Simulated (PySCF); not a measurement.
C2H3N, triplet, geometry from GFN2-xTB (a higher spin typed on purpose: for a closed-shell molecule this is an excited state); DF-SVWN5/d-aug-cc-pVDZ (PySCF).

Input for PySCF:
```python
from pyscf import gto, scf, dft
import numpy

mol = gto.Mole()
mol.atom = '''
    C    -1.07799219    0.02838501    0.00627118
    C     0.34217185   -0.47008600    0.13522217
    N     1.23983392    0.32551057   -0.11379751
    H    -1.55551587   -0.60779227   -0.73783391
    H    -1.53194100   -0.09395255    0.98882234
    H    -1.17645856    1.07337678   -0.30336599
'''
mol.basis = 'd-aug-cc-pvdz'
mol.spin = 2
mol.verbose = 4
mol.build()
print('smallest overlap eigenvalue', numpy.linalg.eigvalsh(mol.intor('int1e_ovlp'))[0])

mf = dft.UKS(mol)
mf.xc = 'lda,vwn'
mf = mf.density_fit(auxbasis='def2-universal-jkfit')
mf = scf.addons.remove_linear_dep_(mf, threshold=1e-8, lindep=1e-8)
mf.kernel()
```

The log (banner, timings and long lists left out):

```
PySCF version 2.14.0

[INPUT] verbose = 4
[INPUT] num. atoms = 6
[INPUT] num. electrons = 22
[INPUT] charge = 0
[INPUT] spin (= nelec alpha-beta = 2S) = 2
[INPUT] symmetry False subgroup None
[INPUT] Mole.unit = angstrom
[INPUT] Symbol           X                Y                Z      unit          X                Y                Z       unit  Magmom
[INPUT]  1 C     -1.077992190000   0.028385010000   0.006271180000 AA   -2.037110003520   0.053639894943   0.011850812678 Bohr   0.0
[INPUT]  2 C      0.342171850000  -0.470086000000   0.135222170000 AA    0.646611084036  -0.888333794992   0.255532867269 Bohr   0.0
[INPUT]  3 N      1.239833920000   0.325510570000  -0.113797510000 AA    2.342946548746   0.615125827951  -0.215046127557 Bohr   0.0
[INPUT]  4 H     -1.555515870000  -0.607792270000  -0.737833910000 AA   -2.939498976715  -1.148560930928  -1.394304015317 Bohr   0.0
[INPUT]  5 H     -1.531941000000  -0.093952550000   0.988822340000 AA   -2.894948928992  -0.177544588205   1.868603408452 Bohr   0.0
[INPUT]  6 H     -1.176458560000   1.073376780000  -0.303365990000 AA   -2.223184475300   2.028388142668  -0.573278636608 Bohr   0.0

nuclear repulsion = 58.2624963316506
number of shells = 45
number of NR pGTOs = 177
number of NR cGTOs = 135
basis = d-aug-cc-pvdz
ecp = {}
input.py:22: DeprecationWarning: remove_linear_dep_ is deprecated and will be removed in a future release. Linear dependency handling is now built into the SCF procedure by default. Linear dependency removal can be controlled using the following settings:
  pyscf.scf.hf.remove_overlap_zero_eigenvalue = True
  pyscf.scf.hf.overlap_zero_eigenvalue_threshold = 1e-6

  mf = scf.addons.remove_linear_dep_(mf, threshold=1e-8, lindep=1e-8)
smallest overlap eigenvalue 7.609312736171242e-06

******** <class 'pyscf.df.df_jk.DFUKS'> ********
method = DFUKS
initial guess = minao
damping factor = 0
level_shift factor = 0
DIIS = <class 'pyscf.scf.diis.CDIIS'>
diis_start_cycle = 1
diis_space = 8
diis_damp = 0
SCF conv_tol = 1e-09
SCF conv_tol_grad = None
SCF max_cycles = 50
direct_scf = False
number electrons alpha = 12  beta = 10
XC library pyscf.dft.libxc version 7.1.2
    S. Lehtola, C. Steigemann, M. J. T. Oliveira, and M. A. L. Marques,  SoftwareX 7, 1–5 (2018)
XC functionals = lda,vwn
    P. A. M. Dirac,  Math. Proc. Cambridge Philos. Soc. 26, 376 (1930)
    F. Bloch,  Z. Phys. 57, 545 (1929)
    S. H. Vosko, L. Wilk, and M. Nusair,  Can. J. Phys. 58, 1200 (1980)
radial grids:
    Treutler-Ahlrichs [JCP 102, 346 (1995); DOI:10.1063/1.469408] (M4) radial grids

becke partition: Becke, JCP 88, 2547 (1988); DOI:10.1063/1.454033
pruning grids: <function nwchem_prune>
grids dens level: 3
symmetrized grids: False
atomic radii adjust function: <function treutler_atomic_radii_adjust>
small_rho_cutoff = 0
Set gradient conv threshold to 3.16228e-05
tot grids = 71568
init E= -131.605364342954

cycle= 1 E= -131.372397561896  delta_E= 0.233  |g|= 0.224  |ddm|= 7.87

cycle= 2 E= -131.281565274033  delta_E= 0.0908  |g|= 0.476  |ddm|= 2.09

cycle= 3 E= -131.381257432429  delta_E= -0.0997  |g|= 0.197  |ddm|=  1.7

cycle= 4 E= -131.400218902191  delta_E= -0.019  |g|= 0.0326  |ddm|= 0.533

cycle= 5 E= -131.400569596006  delta_E= -0.000351  |g|= 0.0206  |ddm|= 0.276

cycle= 6 E= -131.400860871076  delta_E= -0.000291  |g|= 0.00359  |ddm|= 0.129

cycle= 7 E= -131.400867797457  delta_E= -6.93e-06  |g|= 0.000801  |ddm|= 0.0272

cycle= 8 E= -131.40086814923  delta_E= -3.52e-07  |g|= 0.000175  |ddm|= 0.00394

cycle= 9 E= -131.400868166248  delta_E= -1.7e-08  |g|= 3.51e-05  |ddm|= 0.00119

cycle= 10 E= -131.400868167142  delta_E= -8.94e-10  |g|= 1.71e-05  |ddm|= 0.000359

Extra cycle  E= -131.400868166075  delta_E= 1.07e-09  |g|= 4.83e-05  |ddm|= 0.000237
converged SCF energy = -131.400868166075  <S^2> = 2.0024962  2S+1 = 3.0016637
```
